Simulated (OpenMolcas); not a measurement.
## Eu3+: moving the ligands

Eu3+ with 7 ligands (chloride) in pentagonal bipyramidal coordination (D5h) at 2.77 Å, the axial distance 2.742 Å. A charge of +0.571 e stands 3.2 Å behind each ligand. Ligand basis ANO-RCC-VDZP.
```
Eu    0.0000    0.0000    0.0000
Cl    2.7700    0.0000    0.0000
Cl    0.8560    2.6344    0.0000
Cl   -2.2410    1.6282    0.0000
Cl   -2.2410   -1.6282    0.0000
Cl    0.8560   -2.6344    0.0000
Cl    0.0000    0.0000    2.7423
Cl    0.0000    0.0000   -2.7423
```

- Program: OpenMolcas
- Method: CASSCF
- Basis: ANO-RCC-VTZP [8s7p5d3f2g1h]
- Scalar Hamiltonian: DKH2, point nucleus
- Active space: 6 electrons in 7 orbitals (4f)
- State averaging: 2S+1 = 7 even, 7 roots; 2S+1 = 5 even, 77 roots kept (CI in the orbitals of an earlier block); 2S+1 = 3 even, 3 roots kept (CI in the orbitals of an earlier block)
- Spin-orbit coupling: RASSI with atomic mean-field integrals over the reference wave functions

Runs around this geometry, states. Energies in cm-1 above the lowest state or level, χT in cm3 K/mol.

```
R (Å)  Ground state  First state of that spin  First gap with spin-orbit (degeneracies)  χT at 300 K
  2.6      2S+1 = 7                     146.7                              270.0 (1, 1)        1.337
 2.77      2S+1 = 7                     164.7                              283.1 (1, 1)        1.322
 2.83      2S+1 = 7                     164.9                              287.9 (1, 1)        1.319
```

High states are left out of the spin-orbit mixing, which shifts the levels that they would mix with. Without dynamic correlation the ligand-field splitting of an f shell can come out too small, at times by half. No measured value stands beside these numbers; the geometry was imposed, not optimised, and the real ion may take another.

A state without a sure symmetry label is named by its multiplicity alone.
